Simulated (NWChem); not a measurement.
System: MoNH₂S₂F; SMILES [SH][Mo]([F])(=[S])=[NH]

Output (shortened):

```
             Northwest Computational Chemistry Package (NWChem) 7.3.0
             --------------------------------------------------------

 C1  symmetry detected

                             Geometry "geometry" -> ""
                             -------------------------

 Output coordinates in angstroms (scale by  1.889725989 to convert to a.u.)

  No.       Tag          Charge          X              Y              Z
 ---- ---------------- ---------- -------------- -------------- --------------
    1 Mo                  42.0000    -0.25537917     0.11798163    -0.04219428
    2 N                    7.0000    -0.83321707     0.17283775    -1.64698649
    3 H                    1.0000    -0.83724498     0.50832989    -2.61024706
    4 S                   16.0000     1.34444832     1.46723491     0.17598529
    5 F                    9.0000    -1.64232547     0.48388559     1.12509905
    6 S                   16.0000     0.67547746    -1.99302358     0.22646786
    7 H                    1.0000    -0.14219372    -2.61577399    -0.65382972

 Effective nuclear repulsion energy (a.u.)     689.8573972436

                                 NWChem DFT Module
                                 -----------------

 Summary of "ao basis" -> "ao basis" (spherical)
 ------------------------------------------------------------------------------
       Tag                 Description            Shells   Functions and Types
 ---------------- ------------------------------  ------  ---------------------
 Mo                         def2-svp                11       31   5s3p2d1f
 N                          def2-svp                 6       14   3s2p1d
 H                          def2-svp                 3        5   2s1p
 S                          def2-svp                 8       18   4s3p1d
 F                          def2-svp                 6       14   3s2p1d

            General Information
            -------------------
          SCF calculation type: DFT
          Wavefunction type:  closed shell.
          No. of atoms     :     7
          No. of electrons :    64
           Alpha electrons :    32
            Beta electrons :    32
          Charge           :     0
          Spin multiplicity:     1
          Use of symmetry is: off; symmetry adaption is: off
          Maximum number of iterations: 150
          AO basis - number of functions:   105
                     number of shells:    45
          Convergence on energy requested:  1.00D-06
          Convergence on density requested:  1.00D-05
          Convergence on gradient requested:  5.00D-04

              XC Information
              --------------
                       MN15-L Method XC Functional
                        MN15-L Exchange Functional  1.000
                      MN15-L Correlation Potential  1.000

             Grid Information
             ----------------
          Grid used for XC integration:  medium
          Radial quadrature: Mura-Knowles
          Angular quadrature: Lebedev.
          Tag              B.-S. Rad. Rad. Pts. Rad. Cut. Ang. Pts.
          ---              ---------- --------- --------- ---------
          Mo                  1.45      123           9.0       590
          N                   0.65       49           9.0       434
          H                   0.35       45          11.0       434
          S                   1.00       88          11.0       590
          F                   0.50       49          10.0       434
          Grid pruning is: on
          Number of quadrature shells:   487
          Spatial weights used:  Erf1

      Superposition of Atomic Density Guess
      -------------------------------------

 Sum of atomic energies:       -1026.52187581

      Non-variational initial energy
      ------------------------------

 Total energy =   -1017.260789
 1-e energy   =   -2087.119240
 2-e energy   =     738.471411
 HOMO         =      -0.330101
 LUMO         =      -0.062009

     ---------------------------------------------
      Total Density - Mulliken Population Analysis
     ---------------------------------------------

    Atom       Charge   Shell Charges
 -----------   ------   -------------------------------------------------------
    1 Mo  14    11.72  -0.39  1.55  0.86  0.35  0.06  5.94  0.38  0.16  2.23  0.52  0.06
    2 N    7     7.95   1.99  1.10  0.57  2.60  1.68  0.01
    3 H    1     0.74   0.58  0.12  0.04
    4 S   16    16.73   2.00  1.99  1.25  0.65  5.94  1.93  2.94  0.03
    5 F    9     9.66   1.99  1.15  0.81  3.54  2.16  0.00
    6 S   16    16.44   2.00  1.99  1.21  0.62  5.94  1.82  2.84  0.03
    7 H    1     0.76   0.57  0.17  0.03

   convergence    iter        energy       DeltaE   RMS-Dens  Diis-err
 ---------------- ----- ----------------- --------- --------- ---------
 d= 0,ls=0.0,diis     1  -1019.1880345961 -1.35D+03  4.75D-02  3.23D+00
 d= 0,ls=0.0,diis     2  -1012.6593622609  6.53D+00  4.35D-02  4.40D+01
 d= 0,ls=0.0,diis     3  -1019.3956766236 -6.74D+00  1.16D-02  1.55D+00
 d= 0,ls=0.0,diis     4  -1019.5168019850 -1.21D-01  5.24D-03  5.09D-01
 d= 0,ls=0.0,diis     5  -1019.5725725553 -5.58D-02  2.66D-03  5.85D-02
  Resetting Diis
 d= 0,ls=0.0,diis     6  -1019.5775357865 -4.96D-03  1.13D-03  2.65D-02
 d= 0,ls=0.0,diis     7  -1019.5811914512 -3.66D-03  1.13D-03  1.66D-03
 d= 0,ls=0.0,diis     8  -1019.5794984764  1.69D-03  8.72D-04  1.41D-02
 d= 0,ls=0.0,diis     9  -1019.5811773684 -1.68D-03  3.04D-04  2.05D-03
 d= 0,ls=0.0,diis    10  -1019.5814456699 -2.68D-04  5.79D-05  3.44D-05
 d= 0,ls=0.0,diis    11  -1019.5814503022 -4.63D-06  1.86D-05  5.67D-06
 d= 0,ls=0.0,diis    12  -1019.5814510700 -7.68D-07  4.81D-06  2.24D-07

         Total DFT energy =    -1019.581451069961
      One electron energy =    -2089.495264075596
           Coulomb energy =      815.101134122955
    Exchange-Corr. energy =      -76.574361084360
 Nuclear repulsion energy =      331.387039967041

 Numeric. integr. density =       63.999998774355

[...]
```

Level: MN15-L/def2-SVP with def2 effective core potentials on Mo. All runs use the structure optimised with PBE0/def2-SVP. No frequency run checked for a minimum. def2 effective core potentials on Mo; no spin-orbit coupling.

### Question
Write an input that gives this output.

### Answer
Several could match; the one computed here: the input that was run:
```
start job
memory heap 200 mb stack 900 mb global 1100 mb
geometry units angstroms noautoz
  Mo    -0.272635     0.066965    -0.007709
  N     -1.119769     0.016799    -1.488287
  H     -1.320224     0.318310    -2.441886
  S      1.208135     1.559378    -0.094648
  F     -1.466737     0.347065     1.376395
  S      0.883077    -1.942978     0.131845
  H     -0.011858    -2.664828    -0.581844
end
basis spherical
  * library def2-svp
end
ecp
  Mo library def2-ecp
end
dft
  xc mn15-l
  iterations 150
  mulliken
end
task dft energy
```
